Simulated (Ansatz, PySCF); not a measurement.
Bond stretch in BeH (cation, charge +1), singlet. Each curve is given relative to its own lowest point near equilibrium.

```
R / Å     A     B     C
-----  ----  ----  ----
1.08   14.7  17.4  16.0
1.14    7.3   9.2   8.3
1.21    2.3   3.4   2.9
1.24    1.1   1.9   1.6
1.31    0.0   0.1   0.1
1.33    0.1   0.0   0.0
1.38    0.8   0.3   0.4
1.43    2.2   1.3   1.6
1.44    2.5   1.6   1.9
1.52    6.0   4.6   4.9
1.66   14.1  12.1  12.3
1.77   21.3  19.0  18.9
2.00   36.7  34.0  33.3
2.19   46.6  44.1  43.3
2.42   54.9  52.4  51.3
2.67   60.6  58.0  56.7
2.87   63.7  61.0  59.5
3.27   67.5  64.7  63.2
3.62   69.4  66.6  64.8
4.06   70.6  67.9  65.7
4.72   71.2  68.7  65.8
5.31   71.2  68.7  65.3
```

Energies in kcal/mol.

### Question
Assign the columns to these levels of theory: unrestricted B3LYP/cc-pVQZ run with Ansatz (a program for electronic structure); unrestricted B3LYP/LANL2DZ (PySCF); unrestricted PBE/cc-pVQZ (Ansatz).

### Answer
A is UKS-B3LYP; B is UKS-B3LYP/LANL2DZ; C is UKS-PBE.

The unrestricted determinant behind UKS-B3LYP, UKS-B3LYP/LANL2DZ is spin-contaminated at 2.00 to 5.31 Å (<S²> up to 0.9, against 0.00 for a pure singlet). The unrestricted determinant behind UKS-PBE is spin-contaminated at 2.19 to 5.31 Å (<S²> up to 0.9, against 0.00 for a pure singlet).
